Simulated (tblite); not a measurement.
Compound: C₇H₆ClS (doublet state).
Numbering: `[CH2:1]=[C:2]([CH3:3])[c:4]1[c:5][cH:6][c:7]([Cl:8])[s:9]1` (hydrogens: H10, H11 on C1; H12, H13, H14 on C3; H15 on C6)

Structure optimised with GFN2-xTB, isolated species. This method treats the open shell by occupation alone, without spin polarisation.

Give the optimised bond lengths and angles.

| bond | length (Å) | order |
| --- | --- | --- |
| C1=C2 | 1.332 | double |
| C2–C3 | 1.501 | single |
| C2–C4 | 1.443 | single |
| C4–C5 | 1.334 | aromatic |
| C5–C6 | 1.393 | aromatic |
| C6–C7 | 1.366 | aromatic |
| C7–Cl8 | 1.709 | single |
| C7–S9 | 1.740 | aromatic |
| C4–S9 | 1.794 | aromatic |
| C1–H10 | 1.077 | single |
| C1–H11 | 1.075 | single |
| C3–H12, C3–H13, C3–H14 | 1.088 | single |
| C6–H15 | 1.073 | single |

Bonds in one row agree within 0.01 Å and their mean is given. Orders are formal, as drawn. A selection of angles:
| angle | degrees |
| --- | --- |
| C1–C2–C3 | 123.0 |
| C1–C2–C4 | 122.6 |
| C3–C2–C4 | 114.4 |
| C2–C4–C5 | 131.0 |
| C2–C4–S9 | 121.9 |
| C5–C4–S9 | 107.0 |
| C4–C5–C6 | 119.8 |
| C5–C6–C7 | 109.3 |
| C6–C7–Cl8 | 126.7 |
| C6–C7–S9 | 113.3 |
| Cl8–C7–S9 | 120.1 |
| C4–S9–C7 | 90.6 |

Torsions: C1–C2–C4–C5 177° (antiperiplanar). The mirror-image conformer, all signs reversed, is as good.

C4 (carbon bonded to 2 C and S) is planar (angles 131.0°, 121.9° and 107.0°, sum 360.0°, 0.00 Å off the plane of its three neighbours). The C–S distances run from 1.740 Å (C7–S9, aromatic) to 1.794 Å (C4–S9, aromatic), a spread of 0.054 Å. C1 (carbon bonded to C and 2 H) is planar (angles 121.6°, 121.5° and 116.9°, sum 360.0°, 0.00 Å off the plane of its three neighbours). C7 (carbon bonded to C, Cl and S) is planar (angles 126.7°, 120.1° and 113.3°, sum 360.0°, 0.00 Å off the plane of its three neighbours). The C–C distances run from 1.332 Å (C1=C2, drawn double) to 1.501 Å (C2–C3, drawn single), a spread of 0.169 Å. C6 (carbon bonded to 2 C and H) is planar (angles 126.0°, 124.7° and 109.3°, sum 360.0°, 0.00 Å off the plane of its three neighbours). The 5-membered ring C4–C5–C6–C7–S9 has internal angles of 90.6° to 119.8°; it is planar, 0.00 Å rms from its mean plane, widest ring torsion 0°.

Point group: near Cs, missed by 0.18 Å at most; the miss may be what the optimiser left on a soft mode. Its GFN2-xTB frequencies are all real (lowest 49 cm⁻¹). 3 starts were optimised and ended at 0.00, 0.20 and 0.21 kcal/mol (GFN2-xTB); the lowest of these is shown.

The numbers are calculated, not measured.
